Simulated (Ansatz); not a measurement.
PBE exchange is replaced step by step with exact exchange (0 % is PBE, 25 % PBE0; no dispersion term), basis def2-SVP, Ansatz. System: 1-ethyl-3-methylimidazolium bistriflimide (C₈H₁₁F₆N₃O₄S₂). Total charge 0; singlet. Geometry: r2SCAN-D4/def2-SVP.

Geometry of the singlet:

```xyz
34

C    -1.068    0.413    3.727
C    -0.972    0.293    2.218
N     0.338    0.707    1.702
C     0.824    1.997    1.656
C     1.990    1.959    0.943
N     2.192    0.645    0.572
C     3.199    0.162   -0.364
C     1.177   -0.092    1.035
H    -2.068    0.094    4.055
H    -0.923    1.451    4.065
H    -0.323   -0.223    4.230
H    -1.124   -0.738    1.868
H    -1.714    0.911    1.687
H     0.283    2.834    2.088
H     2.666    2.753    0.638
H     3.087    0.721   -1.304
H     2.996   -0.897   -0.567
H     4.205    0.294    0.058
H     1.032   -1.151    0.808
O    -1.444    1.779   -0.550
S    -0.720    0.895   -1.471
O     0.661    1.234   -1.853
N    -0.901   -0.613   -0.927
S    -0.138   -1.843   -1.649
O     1.003   -2.333   -0.840
O     0.033   -1.719   -3.097
C    -1.452   -3.133   -1.368
F    -1.696   -3.268   -0.062
F    -1.017   -4.295   -1.845
F    -2.574   -2.796   -1.989
C    -1.706    0.967   -3.083
F    -2.311    2.152   -3.150
F    -0.904    0.832   -4.126
F    -2.627    0.009   -3.101
```

```csv
exact exchange (%),HOMO (eV),LUMO (eV),gap (eV)
0,-5.93,-1.87,4.05
5,-6.26,-1.69,4.57
10,-6.59,-1.50,5.09
15,-6.93,-1.32,5.61
25,-7.59,-0.94,6.65
50,-9.15,0.02,9.17
```

Problem. Fit a straight line to the column «gap (eV)» against the share of exact exchange and predict its value at 35 %.

Solution. With x = exact exchange (%) and y = gap (eV): mean x = 17.5, mean y = 5.857; Σ(x − x̄)(y − ȳ) = 167.7, Σ(x − x̄)² = 1638; slope b = 0.1024, intercept a = ȳ − b·x̄ = 4.065. The residuals of the fitted rows reach 0.02. At x = 35 the line gives 4.065 + (0.1024 × 35) = 7.65; the run gave 7.69, 0.04 more than the line.
